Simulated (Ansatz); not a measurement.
Mulliken charges of BrFGeH$_{2}$, SMILES `[F][GeH2][Br]` from B3LYP/def2-TZVPP in Ansatz (PBE0-D4/def2-TZVP geometry).

```json
{"atom": "F1", "x (Å)": "-1.404", "y (Å)": "-0.636", "z (Å)": "0.708", "charge (e)": "-0.368"}
{"atom": "Ge2", "x (Å)": "-0.068", "y (Å)": "0.122", "z (Å)": "-0.089", "charge (e)": "0.613"}
{"atom": "Br3", "x (Å)": "1.786", "y (Å)": "-1.118", "z (Å)": "0.415", "charge (e)": "-0.269"}
{"atom": "H4", "x (Å)": "0.076", "y (Å)": "1.519", "z (Å)": "0.515", "charge (e)": "0.011"}
{"atom": "H5", "x (Å)": "-0.340", "y (Å)": "0.040", "z (Å)": "-1.591", "charge (e)": "0.011"}
```

Q: By hand: the dipole of these point charges (1 e Å = 4.8032 D).

A: Σ q r = (-0.008, 0.627, -0.439) e Å, of length 0.765 e Å = 3.67 D.

Q: How does the dipole of the full density compare? (Estimate.)

A: Ansatz gave: (0.075, 0.353, -0.263) e Å, 2.14 D; the point charges give 1.71 times that, at 10° from its direction.

Point charges leave out the atoms' own dipoles, such as those of lone pairs, and Mulliken's split depends on the basis, so the two needn't agree.

B3LYP here is the variant with VWN-RPA as its local correlation; programs differ in this.
